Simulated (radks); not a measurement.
Q: Spherical quantum dot in the effective-mass picture: electrons in a parabolic well V = omega^2 r^2 / 2 with omega = 0.0801, all in effective atomic units (hartree* = m*/eps^2 hartree, bohr* = eps/m* bohr), one dielectric constant everywhere. Calculated with a radial shooting solver with Libxc functionals: non-relativistic Kohn-Sham, LDA (Slater exchange, Perdew-Wang correlation), spin-polarised, spherical densities. Levels are named by radial order and angular momentum (1s, 1p, 1d, 2s, ...), and open shells are averaged over m. Results are scaled to m* = 0.038 and eps = 7, for which hartree* = 21.1 meV and bohr* = 9.748 nm. At N = 30 the configuration is 1s2 1p6 1d10 2s2 1f(up 7, down 3). Does electron 31 go into 2p up or 1f down or 2p down?

A: Into 1f down. The total energies of the other choices lie higher by 0.256 meV (2p up), 0.300 meV (2p down).
